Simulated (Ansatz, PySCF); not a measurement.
Complex: AsH3 (SMILES [AsH3]) (first 4 atoms) with HBr (SMILES Br); geometry from B3LYP-D3(BJ)/def2-TZVP, rigid monomers moved along the line of their centres of mass till As1···H6 is 3.63 Å.
(charge 0, multiplicity 1):
```xyz
6

As    -0.2459    -0.1997     0.1439
H     -0.9311     0.7332    -0.8422
H     -0.4163    -1.4192    -0.7482
H      1.1450     0.1094    -0.3869
Br    -1.3420    -0.2506     5.0921
H     -1.0310    -0.2358     3.6868
```

Counterpoise-corrected where a basis set is named; no monomer relaxation.

Correlated levels freeze the cores. Filled d and f shells under p-block atoms count as core. CBS(a, b) extrapolates the correlation energy as X⁻³ and adds the Hartree–Fock energy of set b.

Run with Ansatz (an electronic-structure program) with Gaussian orbitals; PySCF for the dispersion terms. Values without a source in brackets are computed.

PBE/def2-TZVPPD gives -4.8 kJ/mol for the interaction energy.

### Question
How do the other levels lie against it? Give each less PBE: PBE-D3(BJ)/def2-TZVPPD, r2SCAN/def2-TZVPPD, PBE0/def2-TZVPPD, wB97M-V/def2-TZVPPD, MP2/CBS(aug-cc-pVDZ, aug-cc-pVTZ), CCSD(T)/CBS(aug-cc-pVDZ, aug-cc-pVTZ).

### Answer
PBE-D3(BJ)/def2-TZVPPD -1.5; r2SCAN/def2-TZVPPD 0.6; PBE0/def2-TZVPPD 0.2; wB97M-V/def2-TZVPPD -0.2; MP2/CBS(aug-cc-pVDZ, aug-cc-pVTZ) -1.0; CCSD(T)/CBS(aug-cc-pVDZ, aug-cc-pVTZ) -0.5 kJ/mol. 2 of 6 lie above PBE; the widest gap is to PBE-D3(BJ)/def2-TZVPPD.
